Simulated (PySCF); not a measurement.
C₃H₄F₂Si, SMILES C#C[Si](C)(F)F.

Geometry optimised at PBE0-D3(BJ)/def2-SVP.

The numbers are results of r2SCAN/def2-TZVP (PySCF), not measurements.

Gas-phase values at a fixed geometry.

Computed frontier levels, gap, dipole moment and polarisability:
- highest occupied level = -7.77 eV
- lowest empty level = -1.28 eV
- orbital gap = 6.49 eV
- dipole moment = 2.59 D
- quadrupole, principal values (traceless, Buckingham form, about the centre of nuclear charge) = -7.47, -3.43, 10.91 D·Å
- mean static polarisability = 54.0 bohr³ (8.00 Å³)
- polarisability, principal values = 42.5, 46.4, 73.1 bohr³
